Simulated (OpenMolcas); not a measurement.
GaSiH3F2 (SMILES [F][Ga]([F])[SiH3]): the vertical ionisation energy from total energies

GaSiH3F2: 7 atoms, total charge 0, spin state singlet. SMILES: `[F][Ga]([F])[SiH3]`. Geometry: relaxed at PBE0-D4/def2-TZVP.

Both states at this one shape; open shells run unrestricted unless said. 1 Eh = 27.2114 eV.

```tsv
level	program	singlet GaSiH3F2 (Eh)	doublet [GaSiH3F2]+ (Eh)	HOMO of the first (eV)
PBE/6-31G* (spherical functions)	OpenMolcas	-2414.977967	-2414.582719	-7.60
M06-L/6-31G* (spherical functions)	OpenMolcas	-2415.543390	-2415.141076	-7.89
r2SCAN/6-31G* (spherical functions)	OpenMolcas	-2415.491090	-2415.086756	-7.97
B3LYP/6-31G* (Cartesian functions)	OpenMolcas	-2415.694763	-2415.286608	-8.68
```

Problem. Work out the vertical ionisation energy at each level.

Solution. 
1. PBE/6-31G* (spherical functions): -2414.582719 − (-2414.977967) = 0.395248 Eh = 10.76 eV; −ε(HOMO) = 7.60 eV.
2. M06-L/6-31G* (spherical functions): -2415.141076 − (-2415.543390) = 0.402314 Eh = 10.95 eV; −ε(HOMO) = 7.89 eV.
3. r2SCAN/6-31G* (spherical functions): -2415.086756 − (-2415.491090) = 0.404334 Eh = 11.00 eV; −ε(HOMO) = 7.97 eV.
4. B3LYP/6-31G* (Cartesian functions): -2415.286608 − (-2415.694763) = 0.408155 Eh = 11.11 eV; −ε(HOMO) = 8.68 eV.

No measured value is set beside it here; the levels span 10.76 to 11.11 eV. In semi-local functionals −ε(HOMO) lies far under the ionisation energy, a result of self-interaction, while the difference of totals does much better. All-electron rows are non-relativistic unless named.
